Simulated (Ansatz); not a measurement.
Computed with Ansatz on PBE0-D4/def2-TZVP structures; ΔE is electronic, products minus reactants. CBS: MP2 limit from def2 TZ/QZ plus the TZ coupled-cluster correction, frozen cores. Functionals use def2-TZVPP. B3LYP here is the variant with VWN-RPA as its local correlation; programs differ in this. HSE06 is defined as in plane-wave codes. For Ga, Se outer-core shells are correlated without core-valence functions, which leaves a few kJ/mol of doubt a bond. Scalar relativity is left out up to krypton. Each species was taken in one conformer, which may not be the lowest.

Consider the formal exchange of groups at the Se–Si bond: `F[SiH]([GaH2])[SeH]` + `C[CH2][AlH2]` → `C[CH2][AlH][SeH]` + `F[SiH2][GaH2]`.

`F[SiH]([GaH2])[SeH]`:

Z-matrix (Å, degrees):
```
Si
Ga 1 2.393
Se 1 2.286 2 99.2
F 1 1.605 2 116.0 3 -120.1
H 1 1.485 2 119.2 3 109.7
H 2 1.567 1 120.8 3 -99.8
H 2 1.570 1 117.9 3 71.8
H 3 1.471 1 93.6 2 -49.2
```

`C[CH2][AlH2]`:

Z-matrix (Å, degrees):
```
C
C 1 1.528
H 1 1.093 2 111.7
H 1 1.094 2 112.2 3 120.4
H 1 1.093 2 111.7 3 -119.2
Al 2 1.958 1 116.9 3 59.6
H 2 1.099 1 110.4 3 -177.4
H 2 1.099 1 110.4 3 -63.2
H 6 1.592 2 121.0 1 -0.5
H 6 1.592 2 119.8 1 179.5
```

`C[CH2][AlH][SeH]`:

Z-matrix (Å, degrees):
```
C
C 1 1.526
H 1 1.093 2 111.7
H 1 1.094 2 112.0 3 -120.1
H 1 1.093 2 111.7 3 119.8
Al 2 1.956 1 117.4 3 -59.9
H 2 1.098 1 110.4 3 62.7
H 2 1.098 1 110.4 3 177.6
Se 6 2.322 2 121.1 1 0.0
H 6 1.585 2 123.7 1 179.9
H 9 1.470 6 92.3 2 -0.0
```

`F[SiH2][GaH2]`:

Z-matrix (Å, degrees):
```
Si
Ga 1 2.418
F 1 1.610 2 111.9
H 1 1.490 2 111.5 3 -120.0
H 1 1.490 2 111.5 3 120.0
H 2 1.573 1 118.5 3 180.0
H 2 1.569 1 122.6 3 -0.0
```

| level | ΔE (kcal/mol) | difference from CCSD(T)/CBS |
| --- | --- | --- |
| LDA (SPW92) | -12.4 | 1.8 |
| PBE-D4 | -12.2 | 2.0 |
| revPBE-D4 | -11.7 | 2.5 |
| BLYP-D4 | -12.2 | 2.0 |
| r2SCAN-D4 | -13.6 | 0.6 |
| PBE0-D4 | -13.3 | 0.9 |
| B3LYP-D4 | -13.2 | 1.0 |
| r2SCANh-D4 | -13.8 | 0.4 |
| r2SCAN0-D4 | -14.2 | 0.0 |
| HSE06-D4 | -13.3 | 0.9 |
| BHLYP-D4 | -14.1 | 0.1 |
| CAM-B3LYP-D4 | -14.1 | 0.1 |
| ωB97X-V | -14.0 | 0.2 |
| ωB97M-V | -13.8 | 0.4 |
| B2PLYP | -14.3 | -0.1 |
| PBE-QIDH | -14.3 | -0.1 |
| PBE | -12.7 | 1.5 |
| r2SCAN | -13.6 | 0.6 |
| PBE0 | -13.7 | 0.5 |
| B3LYP | -14.1 | 0.1 |
| r2SCANh | -13.9 | 0.3 |
| r2SCAN0 | -14.2 | 0.0 |
| HSE06 | -13.6 | 0.6 |
| BHLYP | -15.1 | -0.9 |
| CAM-B3LYP | -14.4 | -0.2 |
| LC-ωPBE | -14.2 | 0.0 |
| RPA@PBE/def2-TZVPP | -14.4 | -0.2 |
| HF/def2-SVP | -16.7 | -2.5 |
| MP2/def2-SVP | -15.3 | -1.1 |
| CCSD/def2-SVP | -15.8 | -1.6 |
| CCSD(T)/def2-SVP | -15.4 | -1.2 |
| HF/def2-TZVPP | -16.3 | -2.1 |
| CCSD/def2-TZVPP | -15.1 | -0.9 |
| CCSD(T)/def2-TZVPP | -14.7 | -0.5 |
| HF/def2-QZVPP | -16.2 | -2.0 |
| MP2/def2-QZVPP | -14.1 | 0.1 |
| SCS-MP2/def2-QZVPP | -14.5 | -0.3 |
| HF/CBS(def2) | -16.2 | -2.0 |
| MP2/CBS(def2) | -14.0 | 0.2 |
| CCSD/CBS(def2) | -14.6 | -0.4 |
| CCSD(T)/CBS | -14.2 | 0 |

Largest T1 diagnostic among the species: 0.013.

The D4 term adds +0.8 kcal/mol with B3LYP and +0.3 kcal/mol with PBE0; it sums over pairs of atoms, weighted by their polarisabilities, and B3LYP, whose exchange is more repulsive, gets the larger term. At CCSD(T), def2-SVP lies −1.2 kcal/mol from the extrapolated value and def2-TZVPP −0.5 kcal/mol.

CCSD(T)/CBS has its own doubt, a few kJ/mol and more with outer-core shells, so smaller differences from it don't rank the levels.
